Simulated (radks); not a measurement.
Task: Ionisation of neutral gadolinium, [Xe] 4f7 5d1 6s2, to [Xe] 4f7 5d1 6s1 as the strength of local exchange is varied. Calculated with a radial shooting solver on a logarithmic mesh with Libxc functionals: Dirac Kohn-Sham, Slater X-alpha exchange (alpha = 2/3 is LDA exchange), no correlation, spin-unpolarised, spherical densities, finite nucleus; open shells fill j = l - 1/2 first; Fermi nuclear charge, rms radius 5.1569 fm.

alpha  E(Gd) (hartree)  exchange (hartree)  IE (eV)  -e of the level emptied (eV)  <r> of it (bohr)
0.551      -11224.5767           -194.0891    5.396                 2.938 (6s1/2)             4.178
0.647      -11258.4462           -228.6270    5.849                 3.328 (6s1/2)             4.077
0.667      -11265.5158           -235.8489    5.946                 3.414 (6s1/2)             4.056
0.802      -11313.3567           -284.8351    6.630                 4.027 (6s1/2)             3.917
0.866      -11336.1103           -308.2029    6.970                 4.337 (6s1/2)             3.853
?          -11303.4168           -274.6410    6.485                 3.895 (6s1/2)             3.945

Which alpha was used in the last row?

Result: alpha = 0.774. NIST Atomic Spectra Database: 6.150 eV (measured). The Delta-SCF value meets it near alpha = 0.71. Spin polarisation and multiplet splitting are left out, so open shells lie too high by an amount that depends on their filling.

Beside tabulated values, note that spin-unpolarised runs miss the spin-polarisation part of the exchange energy of open shells.
